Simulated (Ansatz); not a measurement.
ClH3Si (SMILES [SiH3]Cl) moved off its minimum; all values from Ansatz (a program for electronic structure), cores frozen in correlated methods.
(charge 0, multiplicity 1)
```xyz
5

Si    -1.0928    -0.0132    -0.0485
Cl     1.1253    -0.0346     0.0390
H     -1.4083    -1.0313    -1.0896
H     -1.3951     1.2157    -0.3637
H     -1.5834    -0.4602     1.3211
```

Problem. Give the forces (eV/Å), the total energy and the dipole at CCSD(T)/aug-cc-pV(T+d)Z.

Solution. 
```
atom      Fx      Fy      Fz
----  ------  ------  ------
Si1    3.011  -4.939   1.657
Cl2   -1.813   0.033  -0.008
H3    -0.120   0.296   0.198
H4    -1.263   4.289  -1.098
H5     0.186   0.322  -0.749
```
Energy -750.6205 hartree, dipole 2.47 D.
